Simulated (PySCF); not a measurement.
**A small calculation by hand: oscillator strength and radiative lifetime**

Si(F)2(OH)(OSiH3) (F2H4O2Si2), SMILES O[Si](F)(F)O[SiH3].

Geometry: PBE-D3(BJ)/def2-SVP. This is a generated structure with no PubChem entry under its InChIKey; it may be hypothetical. The values are those of a single conformer.

PySCF 2.14.0 with TDDFT-PBE/def2-SVPD puts the first singlet state with f over 0.02 at 8.05 eV (vertical), with the transition dipole (0.066, 0.387, 0.227) in atomic units.

Problem. Find the oscillator strength, the wavelength and the radiative lifetime that this transition would have in vacuum if emission retraced absorption.

Solution. 
|μ|² = 0.2057 au, so |μ| = 1.15 D. ΔE = 8.05/27.211 = 0.2958 hartree. f = (2/3) ΔE |μ|² = 0.041 (the program prints 0.041).
λ = 1239.84/8.05 = 154 nm; ν = 64928 cm⁻¹.
Einstein's coefficient A = 0.6670 ν² f s⁻¹ (ν in cm⁻¹) = 1.1e8 s⁻¹, so τ = 1/A = 8.8 ns. This state is S7; the lower singlets have f = 0.001, 0.000, 0.009, 0.003, 0.005, 0.018. The figure is the radiative limit of this one transition; relaxation, internal conversion, crossing to triplets and a medium change what is measured.
